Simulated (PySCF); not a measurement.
SMILES [SiH2]([Si](F)(F)F)[SeH] (H3F3SeSi2) at its PBE/def2-SVP optimised geometry (Å):

```
9

F      1.0511    -0.7774     0.0000
Si    -0.5711    -0.7774     0.0000
F     -1.0499    -1.4238    -1.4115
F     -1.0511     0.7774     0.0000
Si    -1.4598    -1.8386     1.8802
Se    -0.9913    -0.5011     3.6935
H     -0.7667    -3.1461     2.1305
H     -2.9297    -2.0780     1.6642
H     -1.5055     0.7051     2.9921
```

Level of theory: PBE/def2-TZVP (PySCF).

Map of the deformation density (molecule minus spherical neutral atoms) (e/bohr³) on the plane z = 1.2 Å:

```
|-------------------------------|
|-------------------------------|
|-------------------------------|
|-------------------------------|
|-------------------------------|
|-------------------------------|
|-------------------------------|
|-------------------------------|
|---------------:---------------|
|-------------::::::------------|
|----:::::----:::::::-----------|
|---::::::::::::::::::----------|
|--::::::::::::::::::::---------|
|-:::::::::::::::::::::---------|
|::::::::::::::.:::::::---------|
|::::::::::::....::::::---------|
|::::::::::::.....::::----------|
|:::::::::---::...::::----------|
|::::::::-=++=-:..:::-----------|
|::::::::=+##*=-::::::----------|
|::::::::=#@@%+-::::::----------|
|::----:-=#@@%+-:::::::---------|
|::-=+=---*%%*+-::::::::--------|
|::-***=::-+++--::::::::--------|
|::-*#*=. .:---:::::::::--------|
|::-=++-.  .::::::::::::--------|
|:::-=-:.  ::-:::::::::---------|
|::::-::...:--:::::::::---------|
|:::::::.:::--::::::::----------|
|:::::::::::::::::::::----------|
|::::::::::::::::::::-----------|
```
Scale: ten equal steps from -0.015 (start of ' ') to 0.033 (end of '@'), in the order ' .:-=+*#%@'; x runs from -3.50 to 3.50, y from -3.50 (bottom) to 3.50 (top).
